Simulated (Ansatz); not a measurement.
`O[SiH2]OC=S` → C• + 4 H• + 2 O• + S• + Si•  (atomization)

Computed with Ansatz on PBE0-D4/def2-TZVP structures; ΔE is electronic, products minus reactants. CCSD(T)/CBS is the MP2 limit (def2-TZVPP, def2-QZVPP) plus CCSD(T) − MP2 in def2-TZVPP, frozen cores. This one scheme is used for every species, atoms too. DFT in def2-TZVPP. B3LYP here is the variant with VWN-RPA as its local correlation; programs differ in this. No spin–orbit coupling; open shells (•) take unrestricted orbitals. Spin–orbit coupling would lower the free atoms: a little for C, O, S, Si. One conformer a species, not always the lowest.

`O[SiH2]OC=S`:

Cartesian coordinates in Å:
```
O 1.895 0.457 0.285
Si 0.558 0.586 -0.636
O -0.826 0.264 0.247
C -1.325 -0.942 0.500
S -2.569 -1.227 1.477
H 2.048 1.093 0.986
H 0.338 1.958 -1.135
H 0.695 -0.438 -1.692
H -0.814 -1.753 -0.032
```

```csv
level,ΔE (eV)
LDA (SPW92),40.93
B3LYP-D4,35.04
BHLYP-D4,33.62
PBE0,34.77
LC-ωPBE,34.73
MP2/def2-TZVPP,35.12
SCS-MP2/def2-TZVPP,34.78
SCS-MP2/def2-QZVPP,35.54
```

Problem. What does CCSD(T)/CBS give? (Best estimate.)

Solution. The calculation gave: +35.27 eV. The listed levels differ from it by 5.66, -0.23, -1.65, -0.50, -0.54, -0.15, -0.49, 0.27 eV.

Largest T1 diagnostic among the species: 0.016.

At CCSD(T), def2-SVP lies −2.85 eV from the extrapolated value and def2-TZVPP −1.14 eV: correlation converges slowly with the basis, and small sets miss more of it in the bonded molecule than in its fragments. Leaving LDA and LC-ωPBE aside and taking each functional with its dispersion term where it has one, the values, not all of them listed here, spread over 2.32 eV, from BHLYP-D4 to PBE-D4. LDA lies +5.19 eV from PBE without D4, its usual overbinding.

For atomizations the MP2-based limit and the directly extrapolated one differ by several kJ/mol either way, and by 10 to 25 for some Ge, Se and Sn compounds, so smaller differences from it don't rank the levels.
